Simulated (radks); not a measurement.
Question: The indium ion In3+, configuration [Kr] 4d10 (the NIST ground configuration). All-electron calculation, non-relativistic Kohn-Sham, exchange-only PBE, spin-polarised, spherical densities, point nucleus; relativity is left out, which matters for an element this heavy. Program: a radial shooting solver on a logarithmic mesh with Libxc functionals. Some entries of the table are withheld. Estimate them.

orbital  occ.  eigenvalue (eV)  <1/r> (bohr^-1)  r(max) (bohr)
1s          2        -26826.64            48.48        0.02056
2s          2              (1)            11.06         0.1140
2p          6        -3692.794            11.07            (2)
3s          2        -769.4121              (3)         0.3279
3p          6        -663.2843            3.891            (4)
3d         10        -466.6309            3.747         0.2587
4s          2        -138.4319            1.563         0.7965
4p          6        -103.7860            1.451         0.8274
4d         10         -47.1658            1.161         0.9242

Answer: 
(1) 2s eigenvalue (eV): -3952.074
(2) 2p r(max) (bohr): 0.08926
(3) 3s <1/r> (bohr^-1): 3.971
(4) 3p r(max) (bohr): 0.3144
